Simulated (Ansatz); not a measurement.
Start from `C#CBN=C` and change one atom or group to get `C=NBC[SiH3]`.

Ansatz, PBE0-D4/def2-TZVP geometries, multiplicity 1. Each molecule was computed in one conformer, which needn't be the lowest.

```json
{"property": "LUMO energy (ωB97M-V/def2-TZVPP) / eV", "`C#CBN=C`": "1.12"}
{"property": "HOMO energy (ωB97M-V/def2-TZVPP) / eV", "`C#CBN=C`": "-9.71"}
{"property": "HOMO–LUMO gap (B3LYP/def2-TZVPP) / eV", "`C#CBN=C`": "5.94"}
{"property": "HOMO energy (PBE/def2-TZVPP) / eV", "`C#CBN=C`": "-6.31"}
{"property": "LUMO energy (B3LYP/def2-TZVPP) / eV", "`C#CBN=C`": "-1.34"}
{"property": "zero-point energy (PBE0-D4/def2-TZVP) / kJ/mol", "`C#CBN=C`": "164.8"}
```

What does the change do to each property? (Estimate.)

Ansatz gave: 
```tsv
property	`C=NBC[SiH3]`	shift
LUMO energy (ωB97M-V/def2-TZVPP) / eV	1.26	0.14
HOMO energy (ωB97M-V/def2-TZVPP) / eV	-9.80	-0.09
HOMO–LUMO gap (B3LYP/def2-TZVPP) / eV	6.18	0.24
HOMO energy (PBE/def2-TZVPP) / eV	-6.27	0.04
LUMO energy (B3LYP/def2-TZVPP) / eV	-1.14	0.20
zero-point energy (PBE0-D4/def2-TZVP) / kJ/mol	251.7	86.9
```

The zero-point energy changes by 86.9 kJ/mol with +12 modes.

B3LYP here is the variant with VWN-RPA as its local correlation; programs differ in this.
